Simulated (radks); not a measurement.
Species: Ir33+. Configuration: [Kr] 4d8 (the NIST ground configuration).

Method: Dirac Kohn-Sham, PBE, spin-unpolarised, spherical densities, finite nucleus; open shells fill j = l - 1/2 first; Fermi nuclear charge, rms radius 5.4032 fm; computed with a radial shooting solver on a logarithmic mesh with Libxc functionals.

Energy parts (hartree):
total: -17272.6841
kinetic: 19757.9614
electron-nucleus: -41179.8338
Hartree: 4446.1802
exchange-correlation: -296.9918

Orbitals (lengths in bohr, moments of r in powers of bohr):
| orbital | occ. | eigenvalue (hartree) | <1/r> | <r^4> | small-component weight |
|---|---|---|---|---|---|
| 1s1/2 | 2 | -2839.402 | 92.14 | 4.815e-07 | 8.50e-02 |
| 2s1/2 | 2 | -535.5004 | 22.55 | 0.00007093 | 1.94e-02 |
| 2p1/2 | 2 | -515.0216 | 22.52 | 0.00004238 | 1.95e-02 |
| 2p3/2 | 4 | -455.2536 | 18.58 | 0.00006400 | 1.74e-02 |
| 3s1/2 | 2 | -161.2273 | 8.331 | 0.002521 | 6.51e-03 |
| 3p1/2 | 2 | -152.1233 | 8.243 | 0.002202 | 6.45e-03 |
| 3p3/2 | 4 | -138.8645 | 7.228 | 0.002956 | 5.88e-03 |
| 3d3/2 | 4 | -123.7292 | 7.109 | 0.001962 | 5.74e-03 |
| 3d5/2 | 6 | -120.8652 | 6.875 | 0.002142 | 5.58e-03 |
| 4s1/2 | 2 | -66.84042 | 3.808 | 0.04306 | 2.57e-03 |
| 4p1/2 | 2 | -62.92505 | 3.727 | 0.04366 | 2.50e-03 |
| 4p3/2 | 4 | -59.07674 | 3.389 | 0.05492 | 2.31e-03 |
| 4d3/2 | 4 | -52.70190 | 3.255 | 0.05447 | 2.17e-03 |
| 4d5/2 | 4 | -51.90243 | 3.178 | 0.05796 | 2.12e-03 |

The highest occupied level is 4d5/2 at -1412.3 eV. Summed over all electrons, <r^2> = 3.771 bohr^2, which gives a Langevin (diamagnetic) susceptibility term of -2.99 x 10^-6 cm^3/mol. For comparison, the ionisation energy in NIST's Atomic Spectra Database is 1436 eV (theoretical). In exact Kohn-Sham theory the highest level is minus the ionisation energy, but local and semilocal functionals leave it too shallow, through self-interaction and a potential that decays too fast; potentials with the right tail come closer. The density falls to 0.001 e/bohr^3 at r = 1.13 bohr.

Beside tabulated values, note that spin-unpolarised runs miss the spin-polarisation part of the exchange energy of open shells.
